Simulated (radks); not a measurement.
Q: Ce, configuration [Xe] 4f1 5d1 6s2. All-electron calculation, Dirac Kohn-Sham, Slater X-alpha with alpha = 0.602, spin-unpolarised, spherical densities, finite nucleus; open shells fill j = l - 1/2 first; Fermi nuclear charge, rms radius 4.8771 fm. Program: a radial shooting solver on a logarithmic mesh with Libxc functionals.

Spin-orbit splittings of the eigenvalues, e(l+1/2) - e(l-1/2), with zeta = 2 splitting/(2l+1) and mean radii in bohr:

shell  occ.  splitting (eV)  zeta (eV)  <r> j=l-1/2  <r> j=l+1/2
2p        6           444.6      296.4      0.08807      0.09428
3p        6           87.16      58.10       0.2688       0.2811
3d       10           18.70      7.480       0.2521       0.2559
4p        6           18.83      12.55       0.6582       0.6861
4d       10           3.281      1.312       0.7429       0.7528
4f        1          0.3151    0.09002        1.142        1.157
5p        6               ?          ?        1.719        1.806
5d        1          0.1795    0.07182        3.109        3.201

Estimate the 5p splitting.

A: 2.741 eV (zeta = 1.828 eV).
